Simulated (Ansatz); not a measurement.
Two isomers of CH4ClNOSi: A = `N[Si]1(Cl)CO1`, B = `O/C=N/[SiH2]Cl`.

Calculated with Ansatz (gas phase, PBE0-D4/def2-TZVP geometries, no zero-point term in ΔE). CBS: MP2 limit from def2 TZ/QZ plus the TZ coupled-cluster correction, frozen cores. DFT in def2-TZVPP. B3LYP here is the variant with VWN-RPA as its local correlation; programs differ in this. One conformer a species, not always the lowest.

A:

```xyz
9

N     1.314   -0.290   -0.984
Si    0.073    0.428   -0.111
Cl   -0.212    2.282   -0.898
C    -1.219   -0.348    0.857
O     0.025    0.229    1.507
H     1.743   -1.157   -0.709
H     1.679    0.100   -1.834
H    -1.286   -1.423    1.007
H    -2.119    0.179    1.165
```

B:

Z-matrix (Å, degrees):
```
Si
Cl 1 2.069
N 1 1.707 2 112.5
H 1 1.478 2 107.2 3 -120.2
H 1 1.478 2 107.2 3 120.2
C 3 1.256 1 128.3 2 -0.0
O 6 1.331 3 123.3 1 -180.0
H 6 1.094 3 126.4 1 -0.0
H 7 0.969 6 107.1 3 0.0
```

Which is lower in electronic energy at CCSD(T)/CBS, and by how much? (An estimate is asked.)

Computed: A, by 8.1 kcal/mol.

Give E(B) − E(A) in kcal/mol with MP2/def2-TZVPP, B3LYP-D4, HF/def2-TZVPP, CCSD/def2-TZVPP, ωB97M-V, B3LYP, r2SCAN-D4. (Estimate.)

Computed: MP2/def2-TZVPP 8.5, B3LYP-D4 4.1, HF/def2-TZVPP -0.6, CCSD/def2-TZVPP 6.6, ωB97M-V 7.3, B3LYP 3.6, r2SCAN-D4 7.1. The order is the other way round with HF/def2-TZVPP.

Largest T1 diagnostic: 0.013.

From PBE to PBE0 (25 % exact exchange), in def2-TZVPP and without D4, E(B) − E(A) moves by +1.3 kcal/mol. In def2-TZVPP, CCSD(T) changes the Hartree–Fock value by +7.1 kcal/mol (the triples alone add −0.1 kcal/mol) and MP2 by +9.1 kcal/mol.
